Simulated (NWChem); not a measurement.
System: CHF, singlet; SMILES [CH]F

All runs: NWChem. Low-valent species are run as closed-shell singlets; no triplet was tried in these runs. Coordinates come from a PBE0-D3(BJ)/def2-TZVP optimisation. Level: PBE0/def2-SVP with SMD (1 M gas to 1 M solution), gas-phase geometry.

| solvent | dielectric constant | solvation free energy (kcal/mol) | cavity-dispersion-structure term (kcal/mol) | dipole in solution (D) |
|---|---|---|---|---|
| water | 78.4 | 0.9 | 5.2 | 1.93 |
| ethanol | 24.9 | -0.3 | 3.9 | 1.91 |
| 1-propanol | 20.5 | -0.1 | 4.0 | 1.91 |
| ethylene glycol | 40.2 | 1.3 | 5.6 | 1.92 |
| tetrahydrofuran | 7.43 | -0.1 | 3.6 | 1.87 |
| acetone | 20.5 | -0.7 | 3.5 | 1.91 |
